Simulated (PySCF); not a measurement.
CH6ClFSi2, SMILES [Si@]([SiH3])(F)(C)Cl.

The structure is a stationary point at PBE-D3(BJ)/def2-SVP. The structure was generated by enumeration; whether it is a known compound was not checked.

Level of theory: PBE-D3(BJ)/def2-SVP run with PySCF.

Frequencies are harmonic and unscaled.

| mode | ν (cm⁻¹) | IR (km/mol) | moving atoms (share of kinetic energy) |
|---|---|---|---|
| 1 | 102 | 1.1 | Cl 31 %, Si 30 %, H 24 % |
| 2 | 105 | 0.0 | H 88 % |
| 3 | 125 | 1.2 | H 29 %, F 25 %, C 24 %, Si 20 % |
| 4 | 149 | 0.1 | H 94 % |
| 5 | 188 | 2.5 | C 28 %, H 26 %, Cl 20 %, Si 17 %, F 9 % |
| 6 | 226 | 16.5 | Si 37 %, F 33 %, H 15 %, C 9 % |
| 7 | 236 | 10.6 | F 52 %, Cl 20 %, Si 12 % |
| 8 | 402 | 10.4 | Si 53 %, Cl 16 %, H 15 %, C 9 % |
| 9 | 484 | 22.8 | H 74 %, Si 16 % |
| 10 | 490 | 13.8 | H 77 %, Si 16 % |
| 11 | 541 | 78.3 | Si 52 %, Cl 25 %, H 19 % |
| 12 | 704 | 39.4 | C 34 %, Si 29 %, H 28 %, F 8 % |
| 13 | 758 | 54.8 | H 58 %, C 22 %, Si 14 % |
| 14 | 765 | 166.8 | H 72 %, C 18 %, Si 10 % |
| 15 | 835 | 97.0 | H 78 %, Si 16 % |
| 16 | 873 | 43.9 | Si 37 %, F 36 %, H 25 % |
| 17 | 897 | 46.8 | H 95 % |
| 18 | 902 | 68.0 | H 87 %, Si 8 % |
| 19 | 1216 | 25.8 | H 78 %, C 22 % |
| 20 | 1372 | 7.4 | H 96 % |
| 21 | 1373 | 2.6 | H 96 % |
| 22 | 2154 | 46.2 | H 99 % |
| 23 | 2168 | 72.0 | H 96 % |
| 24 | 2180 | 63.9 | H 96 % |
| 25 | 2978 | 0.1 | H 97 % |
| 26 | 3084 | 0.4 | H 91 %, C 9 % |
| 27 | 3087 | 0.3 | H 91 %, C 9 % |
